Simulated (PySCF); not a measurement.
## Heteronuclear NMR

Mapped SMILES: `[CH2:1]=[CH:2][c:3]1[n:4][cH:5][cH:6][n:7]1[SiH2:8][Cl:9]`. Hydrogens are named by the atom that carries them. Ha(C1) is cis to C3; Hb(C1) is trans to C3.

PySCF calculation with shieldings: GIAO PBE0/pcSseg-1 and GFN2-xTB structure; one conformer, relativity neglected, equivalent nuclei averaged, gas phase.

Q: What are the 29Si shifts?

A: 
```tsv
atoms	environment	σ (ppm)	δ (ppm)
Si8	silicon bonded to Cl, N, 2 H	370.2	-24.3
```

Shieldings were converted by a linear fit to measured shifts: 29Si (scatter 8.9 ppm rms, 25.8 ppm with the 6 outliers that the fit left out vs TMS, solution or neat liquid). A few per cent of atoms miss by over 2 rms, more outside the fitted compound classes.

On a 600 MHz spectrometer 29Si resonates near 119.2 MHz, so 1 ppm is 119.2 Hz.

Q: Predict the 15N NMR data.

A: 
| atoms | environment | σ (ppm) | δ (ppm) |
| --- | --- | --- | --- |
| N4 | pyridine-type nitrogen of an azole | -40.6 | -110.6 |
| N7 | pyrrole-type ring nitrogen | 88.2 | -229.3 |

Shieldings were converted by a linear fit to measured shifts: 15N (scatter 6.3 ppm rms vs CH3NO2, solution or neat liquid). A few per cent of atoms miss by over 2 rms, more outside the fitted compound classes.

On a 400 MHz spectrometer 15N resonates near 40.5 MHz, so 1 ppm is 40.5 Hz.
